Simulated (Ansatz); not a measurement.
Two structures of BAsH6SO2, singlet, reached by relaxing down either side of one saddle point (PBE0-D4/def2-TZVP). Energies are electronic, without zero-point energy. Program: Ansatz 0.2.0. Basis: def2-TZVPP and def2-QZVPP. Cores are frozen in the correlated methods. Filled d shells of the heavier atoms are correlated. The def2 sets are not built for correlating such inner shells, so the correlated values are less sure here. Extrapolation: Hartree–Fock as exp(−7.88 √X), correlation as X^−2.97. First:

B1  (0.162, 0.029, -1.508)
S2  (0.598, 0.121, -3.282)
O3  (-1.123, -0.177, -1.140)
O4  (1.132, 0.167, -0.552)
H5  (0.232, 1.147, 2.616)
As6  (-0.572, -0.103, 2.316)
H7  (-0.655, -0.067, -3.721)
H8  (-1.227, -0.204, -0.177)
H9  (2.015, 0.311, -0.897)
H10  (0.583, -1.035, 2.625)
H11  (-1.144, -0.189, 3.720)
(Å)

Second:

```
11
angstrom
B 0.4928 -1.0466 0.0398
S -2.1306 2.2780 -1.0197
O -0.2772 -0.7546 -1.0438
O 1.6141 -1.7929 -0.1593
H -0.9851 2.9468 -1.2189
As -0.1876 -0.4538 1.8834
H -1.5209 1.0849 -1.1387
H 0.0822 -1.1271 -1.8571
H 2.1314 -1.9520 0.6319
H 1.2056 -0.1649 2.4267
H -0.4247 0.9819 1.4557
```

(1) Which bonds change from the first to the second?

(2) Give the saddle point's structure and its height above each. (An estimate is asked for; the value comes from the calculation.)

No T1 diagnostic of these runs exceeds 0.013.

Results:

(1) BH₃SO₂ ([OH][B]([OH])[SH]) + AsH₃ → BAsH₄O₂ ([OH][B]([OH])[AsH2]) + H₂S; bonds formed: B1–As6, S2–H5; bonds broken: B1–S2, H5–As6.

(2) The calculation gives: 51.53 kcal/mol above the first and 39.35 kcal/mol above the second (CCSD(T) at an estimated basis limit (MP2 extrapolated from triple and quadruple zeta, plus CCSD(T) − MP2 in triple zeta)).
```json
{"atom": "B1", "x (Å)": "0.2079", "y (Å)": "-0.4922", "z (Å)": "-0.3874"}
{"atom": "S2", "x (Å)": "-0.0225", "y (Å)": "1.5283", "z (Å)": "-1.1751"}
{"atom": "O3", "x (Å)": "-0.8344", "y (Å)": "-1.2862", "z (Å)": "-0.8063"}
{"atom": "O4", "x (Å)": "1.5185", "y (Å)": "-0.8832", "z (Å)": "-0.5812"}
{"atom": "H5", "x (Å)": "-0.1398", "y (Å)": "0.7701", "z (Å)": "0.3116"}
{"atom": "As6", "x (Å)": "-0.1869", "y (Å)": "-0.3395", "z (Å)": "1.8706"}
{"atom": "H7", "x (Å)": "-1.3432", "y (Å)": "1.3540", "z (Å)": "-1.3294"}
{"atom": "H8", "x (Å)": "-0.5860", "y (Å)": "-1.7965", "z (Å)": "-1.5827"}
{"atom": "H9", "x (Å)": "2.1741", "y (Å)": "-0.1856", "z (Å)": "-0.5539"}
{"atom": "H10", "x (Å)": "0.6785", "y (Å)": "0.8497", "z (Å)": "2.2720"}
{"atom": "H11", "x (Å)": "-1.4662", "y (Å)": "0.4810", "z (Å)": "1.9617"}
```

Labels in which every atom is bracketed show which atoms are joined, not bond orders.

For scale, one of the runs: CCSD(T)/def2-TZVPP, 267 basis functions, launched by `ansatz run in.yaml --threads 8 --pin off --events-out ev --progress --plain --max-ram 19148MiB`. The run took 3.6 min on 8 CPU threads of an Arm Neoverse V1 (shared host), with 7 GiB of host memory at its peak.
